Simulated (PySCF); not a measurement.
H2MoS at several levels of theory

All levels use the PBE0 minimum (triplet; Mo–H 1.723 Å (×2), Mo–S 2.076 Å; H–Mo–H 128.7°, H–Mo–S 115.6° (×2)), basis [Mo def2-TZVP with ECP28, S def2-TZVP, H def2-TZVP], scalar-relativistic core potentials, density fitting, no spin–orbit coupling, PySCF. For vertical energies the ionised species is a doublet (spins chosen at PBE0 and kept) and the electron-attached one a quartet. Atomisation goes to high-spin ground-configuration atoms, without zero-point energy. Open shells are unrestricted, also as the reference of the correlated levels. A dash marks a value that was not computed or is not defined at that level.

```json
{"level": "PBE0", "atomisation (kJ/mol)": "882", "vertical IP (eV)": "9.18", "vertical EA (eV)": "1.79", "−ε(HOMO) (eV)": "7.25", "dipole (D)": "1.22"}
{"level": "HF", "atomisation (kJ/mol)": "379", "vertical IP (eV)": "8.67", "vertical EA (eV)": "1.46", "−ε(HOMO) (eV)": "10.12", "dipole (D)": "0.86"}
{"level": "MP2", "atomisation (kJ/mol)": "?", "vertical IP (eV)": "?", "vertical EA (eV)": "?", "−ε(HOMO) (eV)": "–", "dipole (D)": "–"}
{"level": "PBE", "atomisation (kJ/mol)": "?", "vertical IP (eV)": "?", "vertical EA (eV)": "?", "−ε(HOMO) (eV)": "?", "dipole (D)": "?"}
```

Fill in the row of MP2.

atomisation (kJ/mol) 803, vertical IP (eV) 9.37, vertical EA (eV) 2.17.

Fill in the row of PBE.

atomisation (kJ/mol) 970, vertical IP (eV) 9.01, vertical EA (eV) 1.60, −ε(HOMO) (eV) 5.86, dipole (D) 0.93.

Spin contamination in at least one species weakens the values at: HF, MP2.

Without diffuse functions attachment energies tend to come out too low.

Open d and f shells are described by one determinant, and the ground state may have another occupation or spin.
